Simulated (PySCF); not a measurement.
Spin-rotation constants: `N#CC1=COC(=O)[SiH2]1`, C4H3NO2Si

Geometry:
```csv
atom,x (Å),y (Å),z (Å)
N1,3.034,-0.045,-1.470
C2,2.036,0.063,-0.914
C3,0.797,0.133,-0.274
C4,0.483,1.077,0.632
O5,-0.730,1.097,1.223
C6,-1.578,0.090,0.818
O7,-2.677,0.014,1.281
Si8,-0.686,-1.021,-0.499
H9,1.127,1.877,0.969
H10,-1.329,-0.912,-1.802
H11,-0.471,-2.370,0.008
```

Computed with GIAO KT3/pcSseg-1 magnetisability, rotational g tensor and spin-rotation constants, non-relativistic, gas phase (PySCF 2.14.0). Geometry: GFN2-xTB.

(1) Give the nuclear spin-rotation constants along the inertial axes (H = +C I·J) beside the isotropic shieldings.

(2) How do the rotational constants and the g tensor change when H9, H10, H11 are replaced by deuterium?

Results:

(1) Rotational constants 4.5029, 1.1592, 0.9324 GHz. A star marks the isotopologue with that one atom substituted, in its own axes.
```
atom  isotope  Caa (kHz)  Cbb (kHz)  Ccc (kHz)  mean (kHz)  σ (ppm)
  N1      14N      0.242      0.240      0.202       0.228    -34.7
  H9       1H     -0.258      0.083     -0.109      -0.094     24.1
 H10       1H     -0.453     -0.056     -0.003      -0.171     27.4
 H11       1H     -0.453     -0.056     -0.003      -0.171     27.4
  C2     13C*      0.047      0.481      0.388       0.305     77.0
  C3     13C*      1.625      0.270      0.121       0.672    104.0
  C4     13C*      2.203      0.427      0.204       0.945     24.2
  O5     17O*     -2.237     -0.339     -0.148      -0.908      9.5
  C6     13C*      1.414      0.607      0.274       0.765     12.6
  O7     17O*     -3.348     -0.723     -0.086      -1.386   -197.8
 Si8    29Si*     -2.227     -0.673     -0.442      -1.114    446.5
```
For the geometry as given, no vibrational averaging.

(2) Constants 3.9111, 1.1494, 0.9081 GHz; g -0.0584, -0.0354, -0.0205, against -0.0670, -0.0357, -0.0210 before.
